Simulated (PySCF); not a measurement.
C6H14AlB, SMILES CB(C)/C=[CH]/[Al]([CH3])[CH3], singlet (GFN2-xTB optimised geometry):

```
22

B     -1.801     1.729    -0.121
C     -3.206     1.564    -0.826
C     -1.383     3.133     0.471
C     -0.854     0.502    -0.040
C      0.496     0.539     0.000
Al     1.502    -1.173     0.000
C      0.478    -2.886     0.013
C      3.496    -1.173     0.000
H     -3.618     2.497    -1.206
H     -3.917     1.188    -0.088
H     -3.198     0.840    -1.638
H     -0.976     3.744    -0.337
H     -2.230     3.688     0.870
H     -0.620     3.081     1.244
H     -1.304    -0.492    -0.085
H      0.953     1.532     0.018
H     -0.201    -2.975     0.868
H     -0.140    -3.030    -0.880
H      1.158    -3.744     0.062
H      3.915    -1.678     0.878
H      3.917    -1.688    -0.871
H      3.911    -0.159    -0.006
```

Calculation: PySCF with PBE0/def2-SVP.

What are the frontier orbital energies and the dipole moment?

HOMO-2 -7.69 eV, HOMO-1 -7.65 eV, HOMO -7.22 eV, LUMO -1.69 eV, LUMO+1 0.12 eV; dipole moment 0.15 D.

On the same geometry PBE/def2-SVP (PySCF) gives HOMO-2 -6.57 eV, HOMO-1 -6.34 eV, HOMO -5.90 eV, LUMO -2.54 eV, LUMO+1 -0.76 eV; dipole moment 0.14 D.

Meta-Löwdin charges at PBE0/def2-SVP: B1 0.23, C2 -0.42, C3 -0.42, C4 -0.16, C5 -0.33, Al6 0.79, C7 -0.61, C8 -0.61, H9 0.10, H10 0.13, H11 0.11, H12 0.13, H13 0.11, H14 0.10, H15 0.08, H16 0.10, H17 0.11, H18 0.11, H19 0.11, H20 0.11, H21 0.11, H22 0.11.
